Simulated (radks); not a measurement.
Results of a calculation; reference values are marked as such.
Problem. As IV, 30 electrons, occupied as [Ar] 3d10 4s2. Code: a radial shooting solver on a logarithmic mesh with Libxc functionals. Model: scalar-relativistic Kohn-Sham, Slater X-alpha with alpha = 1.035, spin-polarised, spherical densities, point nucleus. Some entries of the table are withheld. Estimate them.

orbital  occ.  eigenvalue (eV)  r(max) (bohr)  <1/r> (bohr^-1)
1s          2        -11884.40        0.02967              (1)
2s          2        -1560.406         0.1691            7.423
2p          6        -1381.874         0.1351            7.287
3s          2        -239.8870         0.5166            2.418
3p          6        -183.1613         0.5138            2.275
3d         10         -88.1013         0.4652              (2)
4s          2         -49.0514          1.476           0.7967

Solution. 
(1) 1s <1/r> (bohr^-1): 33.55
(2) 3d <1/r> (bohr^-1): 1.986
